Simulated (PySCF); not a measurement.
Electron correlation in Cr (chromium, neutral)

[Ar] 3d4 4s2, high-spin 5D determinant (an excited configuration). Calculation: PySCF 2.14, in dyall-av2z (16s12p7d2f, 101 functions); no relativity, point nucleus. Frozen: [Ar]; 6 electrons correlated; the 25 highest virtual orbitals of each spin left out.

```json
{"level": "CCSD", "correlation energy (mhartree)": "-95.84"}
{"level": "(T)", "correlation energy (mhartree)": "-3.04"}
{"level": "CCSD(T)", "correlation energy (mhartree)": "-98.88"}
```

Diagnostics: T1 = 0.024, D1 = 0.0703, largest double amplitude 0.082.

Is a single reference adequate?

Mostly. T1 lies below 0.03, but a double amplitude of this size points to a near-degeneracy that CCSD handles and MP2 describes poorly.
